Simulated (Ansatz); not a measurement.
`C[SiH](F)[SiH2]O` → `C[SiH2]F` + `O[SiH]` at 500 K and 1 bar (silylene formation by 1,1-elimination).

Program: Ansatz. Geometries: PBE0-D4/def2-TZVP. ΔE: electronic, gas phase. CCSD(T)/CBS is the MP2 limit (def2-TZVPP, def2-QZVPP) plus CCSD(T) − MP2 in def2-TZVPP, frozen cores. This one scheme is used for every species. Each species was taken in one conformer, which may not be the lowest.

| species | CCSD(T)/CBS energy (Eh) | H − E (kJ/mol) | S (J/(mol·K)) |
| --- | --- | --- | --- |
| `C[SiH](F)[SiH2]O` | -795.50494 | 265.8 | 461.0 |
| `C[SiH2]F` | -430.00374 | 180.6 | 331.4 |
| `O[SiH]` | -365.43832 | 75.8 | 267.5 |

H − E and S are ideal-gas, rigid-rotor, harmonic terms from PBE0-D4/def2-TZVP, for one conformer and one mirror image of each species. 1 Eh = 2625.50 kJ/mol, R = 8.31446 J/(mol·K).

Task: By hand: ΔE, ΔH, ΔS and ΔG.

Result: ΔE = (-430.00374) + (-365.43832) − (-795.50494) = 0.06288 Eh = 165.1 kJ/mol. Δ(H − E) = 180.6 + 75.8 − 265.8 = -9.4, so ΔH = 155.7 kJ/mol. ΔS = 331.4 + 267.5 − 461.0 = 137.9 J/(mol·K). ΔG = 155.7 − 500 × (137.9)/1000 = 86.7 kJ/mol.

Task: By hand: the equilibrium constant, and the temperature at which ΔG would vanish if ΔH and ΔS stayed fixed.

Result: log₁₀ K = −ΔG/(RT ln 10) = -9.1. ΔG = 0 at ΔH/ΔS = 1129 K.

The number of gas molecules changes by +1, which sets the sign of ΔS. A doubt of 5 kJ/mol in ΔE shifts log₁₀ K by 0.5 here. Other conformers and mirror images would add mixing entropy, several J/(mol·K) or more a flexible species. Modes under 60 cm⁻¹, often nearly free rotors, make the harmonic entropy too high. These are equilibria of isolated gas molecules and say nothing of rates. Largest T1 diagnostic: 0.016 (customary marks: 0.02 for closed shells, 0.045 for open ones).
